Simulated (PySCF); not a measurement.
PySCF 2.14 output of an unrestricted PBE calculation on a single atom or ion in def2-TZVPPD with the def2 core potential (46 electrons), with scalar relativity through the core potential:

```
SCF conv_tol = 1e-09
number electrons alpha = 6  beta = 5
    J. P. Perdew, K. Burke, and M. Ernzerhof.,  Phys. Rev. Lett. 77, 3865 (1996)
    J. P. Perdew, K. Burke, and M. Ernzerhof.,  Phys. Rev. Lett. 78, 1396 (1997)
    J. P. Perdew, K. Burke, and M. Ernzerhof.,  Phys. Rev. Lett. 77, 3865 (1996)
    J. P. Perdew, K. Burke, and M. Ernzerhof.,  Phys. Rev. Lett. 78, 1396 (1997)
cycle= 1 E= -31.4833237726116  delta_E= -0.00699  |g|= 0.0584  |ddm|= 1.04
cycle= 2 E= -31.4880351305349  delta_E= -0.00471  |g|= 0.045  |ddm|= 0.578
cycle= 3 E= -31.4921000041979  delta_E= -0.00406  |g|= 0.0129  |ddm|= 0.292
cycle= 4 E= -31.4926408611935  delta_E= -0.000541  |g|= 0.00916  |ddm|= 0.103
cycle= 5 E= -31.4928228112611  delta_E= -0.000182  |g|= 0.0022  |ddm|= 0.0829
cycle= 6 E= -31.4928279411002  delta_E= -5.13e-06  |g|= 0.000259  |ddm|= 0.0126
cycle= 7 E= -31.4928284643315  delta_E= -5.23e-07  |g|= 4.7e-05  |ddm|= 0.00487
cycle= 8 E= -31.4928284727654  delta_E= -8.43e-09  |g|= 5.9e-06  |ddm|= 0.000497
cycle= 9 E= -31.4928284728246  delta_E= -5.92e-11  |g|= 4.49e-07  |ddm|= 4.87e-05
converged SCF energy = -31.4928284728246  <S^2> = 1.3918659  2S+1 = 2.5627063
```

The run itself started from symmetry-adapted Hartree-Fock orbitals and held the occupation by maximum overlap, on a logarithmic radial grid, so the iterations belong to that start.

**Question.** Which element, charge and spin multiplicity is this?

**Answer.** La (lanthanum, neutral), multiplicity 2; the state was [Xe] 5d1 6s2, 2D determinant.

⟨L²⟩ = 8.55 against 6 for a pure D term, so this real determinant mixes terms. Energies and moments cover only the electrons outside the core potential. Spin-orbit coupling, absent here, splits the open shell strongly. ⟨S²⟩ = 1.39 against 0.75 shows spin contamination. The s, p, d and f populations moved away from the nominal configuration during the SCF.
